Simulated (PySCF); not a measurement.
**Where the electron goes**

Species: C₂H₈SSi₂.
Z-matrix (Å and degrees, GFN2-xTB geometry), rows numbered from 1:
```
S 
C   1  1.8290
Si  2  1.9309  1  117.61
C   3  1.9199  2   85.90  1   129.94
Si  4  1.9198  3   94.13  2    -6.07
H   1  1.3322  2   96.80  3   -55.49
H   2  1.0896  1  102.52  3  -124.81
H   3  1.4611  2  114.86  1  -112.45
H   3  1.4630  2  112.51  1    15.86
H   4  1.0866  3  114.92  2  -125.97
H   4  1.0869  3  113.35  2   111.61
H   5  1.4627  2  112.58  1   -15.61
H   5  1.4612  2  114.88  1   112.48
```

Method: PySCF, TDDFT CAM-B3LYP/def2-SVPD, vertical, gas phase, core orbitals frozen in the response.

Kohn–Sham orbitals with the atoms that hold most of them (Löwdin shares over 4%, at most four atoms; ? is withheld):

```tsv
orbital	ε (eV)	atoms
LUMO+2	1.07	S1 41%, C2 13%, Si5 10%, Si3 10%
LUMO+1	0.84	Si3 19%, Si5 19%, S1 14%, C4 8%
LUMO	0.46	?
HOMO	-7.58	?
HOMO-1	-9.43	S1 28%, C2 23%, C4 20%, Si5 8%
HOMO-2	-9.70	C4 38%, Si5 17%, Si3 17%, H8 5%
HOMO-3	-10.82	Si5 16%, Si3 14%, H12 12%, H9 10%
```

(1) Give the leading atoms of the LUMO.

(2) Give the leading atoms of the HOMO.

(3) The HOMO–LUMO gap is 8.05 eV. Where does the response calculation put the lowest singlet, and from which orbitals?

## Answers

(1) Si3 (bonded to 2 C and 2 H) 18%; Si5 (bonded to 2 C and 2 H) 18%; S1 (bonded to C and H) 12%; C4 (bonded to 2 Si and 2 H) 11%. By element: silicon 35%, sulfur 12%, carbon 11% or more.

(2) S1 (bonded to C and H) 61%; C2 (bonded to S, 2 Si and H) 18%; Si3 (bonded to 2 C and 2 H) 6%; Si5 (bonded to 2 C and 2 H) 6%. By element: sulfur 61%, carbon 18% or more, silicon 11%.

(3) S1 is at 4.95 eV (f = 0.0001), 3.09 eV below the gap, made of HOMO→LUMO (59%), HOMO→LUMO+1 (22%). Without the coupling terms of the response equations the lowest excitation would equal the gap.

Next come S2 at 5.26 eV (f 0.0099), HOMO→LUMO+2 (83%); S3 at 5.48 eV (f 0.012), HOMO→LUMO+1 (55%), HOMO→LUMO (27%); S4 at 6.35 eV (f 0.011), HOMO→LUMO+4 (88%); S5 at 6.64 eV (f 0.0092), HOMO→LUMO+7 (28%), HOMO→LUMO+8 (22%), HOMO→LUMO+1 (18%).

Löwdin shares depend on the basis, the more so with diffuse functions.

One conformer stands for the species.
